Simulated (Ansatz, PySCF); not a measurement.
System: C₂H₈GeN (charge 0, doublet). SMILES: [Ge]([CH3])([NH2])[CH3]
Geometry: optimised at B3LYP-D3(BJ)/def2-TZVP (Ansatz, a quantum-chemistry and plane-wave program).

Quantity: atomisation energy, in kcal/mol. Conventions: LANL2DZ with its own core potentials from Na on; no spin-orbit coupling; atomisation electronic, to ground-state atoms; dispersion terms only where a functional's name holds one; non-relativistic; frozen cores in correlated levels (noble-gas shells and the d and f shells of earlier blocks); 6-31G* and kin with 6d, 5d where marked; UHF or UKS for open shells. Ab initio and DFT rows: single points at B3LYP-D3(BJ) geometries (Ansatz).

```json
[
 {"level": "HF/STO-3G", "program": "Ansatz", "atomisation energy (kcal/mol)": "926.7"},
 {"level": "HF/3-21G", "program": "Ansatz", "atomisation energy (kcal/mol)": "708.3"},
 {"level": "HF/6-31G* with LANL2DZ past Ar", "program": "Ansatz", "atomisation energy (kcal/mol)": "704.1"},
 {"level": "SVWN5/6-31G*", "program": "Ansatz", "atomisation energy (kcal/mol)": "1122.5"},
 {"level": "PBE/STO-3G", "program": "Ansatz", "atomisation energy (kcal/mol)": "1253.4"},
 {"level": "PBE/def2-SVP", "program": "Ansatz", "atomisation energy (kcal/mol)": "1005.9"},
 {"level": "PBE/6-31G* with LANL2DZ past Ar", "program": "Ansatz", "atomisation energy (kcal/mol)": "998.3"},
 {"level": "B3LYP/6-31G", "program": "Ansatz", "atomisation energy (kcal/mol)": "974.1"},
 {"level": "B3LYP/6-31G*", "program": "Ansatz", "atomisation energy (kcal/mol)": "979.0"},
 {"level": "B3LYP/6-31G**", "program": "Ansatz", "atomisation energy (kcal/mol)": "989.5"},
 {"level": "M06-2X/6-31G* with LANL2DZ past Ar (5d)", "program": "PySCF", "atomisation energy (kcal/mol)": "983.7"},
 {"level": "MP2/LANL2DZ", "program": "Ansatz", "atomisation energy (kcal/mol)": "840.9"},
 {"level": "MP2/6-31G*", "program": "Ansatz", "atomisation energy (kcal/mol)": "889.0"},
 {"level": "wB97M-V/def2-TZVPD", "program": "Ansatz", "atomisation energy (kcal/mol)": "996.0"}
]
```

No value to compare with is used here. The 13 habitual levels span 704.1 (HF/6-31G* with LANL2DZ past Ar) to 1253.4 kcal/mol (PBE/STO-3G); wB97M-V/def2-TZVPD gives 996.0.

The levels are drawn from those run, B3LYP/6-31G* more often than the rest, none by its result; left out are runs that failed, that the program found above a lower state of the same kind, or whose <S^2> lies over 0.5 above the pure value.
